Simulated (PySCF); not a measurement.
**F: excitation energy**

F [He] 2s2 2p5 (2P) → F [He] 2s1 2p6 (2S), as a difference of total energies. All numbers are calculated (PySCF 2.14, the spin-free X2C one-electron Hamiltonian (Gaussian nucleus), in x2c-TZVPPall). Correlated levels: valence and next inner shell: nothing frozen. The calculations carry no spin-orbit coupling.

```json
{"method": "UHF", "excitation energy (eV)": "23.959"}
{"method": "MP2 (valence and next inner shell)", "excitation energy (eV)": "21.990"}
{"method": "SCS-MP2 (valence and next inner shell)", "excitation energy (eV)": "21.897"}
{"method": "CCSD (valence and next inner shell)", "excitation energy (eV)": "21.614"}
{"method": "CCSD(T) (valence and next inner shell)", "excitation energy (eV)": "21.441"}
{"method": "CCSDT (valence and next inner shell)", "excitation energy (eV)": "21.427"}
```

Q: How much does correlation contribute at CCSD(T) (valence and next inner shell)?

A: 21.441 − (23.959) = -2.518 eV, measured against UHF.

A first-order spin-orbit estimate (lowest level to lowest level, LS coupling) adds 0.017 eV.

The upper state lies above the first ionisation limit, where it may autoionise and the basis confines it.
